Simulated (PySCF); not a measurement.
Species: C6H8FNO (charge +1 and doublet state).
Structure used (GFN2-xTB), in Å, numbered top down from 1:
```
atom  x, y, z in Å
C1     2.1079    0.7647   -0.2592
C2     1.1182    0.5372    0.8642
C3     0.1799   -0.5649    0.5819
N4     0.3288   -1.7901    0.9922
O5    -0.6564   -2.5594    0.5330
C6    -1.5255   -1.8137   -0.1101
C7    -1.0669   -0.5053   -0.1463
C8    -1.7499    0.7029   -0.6570
F9    -0.8645    1.7066   -0.8916
H10    2.6817   -0.1470   -0.4443
H11    1.6196    1.0096   -1.2070
H12    2.7737    1.5860   -0.0093
H13    0.5678    1.4750    1.0318
H14    1.6396    0.3294    1.8068
H15   -2.3971   -2.2829   -0.5290
H16   -2.2571    0.4726   -1.6080
H17   -2.5068    1.0914    0.0420
```

The hyperfine couplings belong to this conformer and change with its torsions.

The species is `C1(=NO[CH+][C]1CF)CC` [radical] (charge +1).

The calculation used PySCF, UKS B3LYP, pcH-1 on C F H N O, non-relativistic, mean-field spin-orbit, GIAO. One conformer (not necessarily the lowest) at the GFN2-xTB geometry, without solvent, vibrations or thermal averaging. Couplings are sensitive to structure, and on GFN2-xTB geometries they can be far from those on DFT ones, by a factor of two or more for some ions and for spin on atoms past the first row. The SCF solution wasn't tested for stability.

Task: The isotropic 13C couplings are +26.4, -22.4, -18.3, +16.9, -6.4, +1.4 MHz. Assign them to C1; C2; C3; C6; C7; C8.

Result: 
```json
{"site": "C1", "a_iso (MHz)": "-6.4", "ρ(0) (bohr⁻³)": "-0.0057", "position": "3 bonds from N4", "distance from C6 (Å)": "4.46", "spin population": "0.00", "largest |T| (MHz)": "2.1"}
{"site": "C2", "a_iso (MHz)": "+1.4", "ρ(0) (bohr⁻³)": "+0.0012", "position": "2 bonds from N4", "distance from C6 (Å)": "3.67", "spin population": "+0.01", "largest |T| (MHz)": "1.9"}
{"site": "C3", "a_iso (MHz)": "-22.4", "ρ(0) (bohr⁻³)": "-0.0199", "position": "1 bond from N4", "distance from C6 (Å)": "2.22", "spin population": "-0.13", "largest |T| (MHz)": "18.6"}
{"site": "C6", "a_iso (MHz)": "+26.4", "ρ(0) (bohr⁻³)": "+0.0235", "position": "largest spin population", "distance from C6 (Å)": "0.00", "spin population": "+0.37", "largest |T| (MHz)": "69.2"}
{"site": "C7", "a_iso (MHz)": "+16.9", "ρ(0) (bohr⁻³)": "+0.0150", "position": "a main spin site", "distance from C6 (Å)": "1.39", "spin population": "+0.35", "largest |T| (MHz)": "59.3"}
{"site": "C8", "a_iso (MHz)": "-18.3", "ρ(0) (bohr⁻³)": "-0.0163", "position": "1 bond from C7", "distance from C6 (Å)": "2.59", "spin population": "-0.01", "largest |T| (MHz)": "8.9"}
```

ρ(0) is the spin density at the nucleus and T the dipolar tensor; entries for several nuclei are means. Largest spin populations (Mulliken): C6 (+0.37), C7 (+0.35), N4 (+0.31) and C3 (-0.13). Three atoms exceed +0.15. Main spin sites, with 60 % or more of the largest population: N4, C6, C7; positions count bonds from the nearest.

Class means assume fast exchange of nuclei equivalent by connectivity; if that motion is slow, each nucleus keeps its own coupling. The three 1H nuclei of mean +7.1 MHz run from -1.3 to 14.2 MHz in the frozen geometry. The 1H value of +6.7 MHz is a mean of couplings from 0.9 to 12.4 MHz in this one geometry, not an average over conformers.

The SMILES `CCC1=NO[CH+][C]1CF` draws the unpaired electron on C7, whose computed spin population is only +0.35.
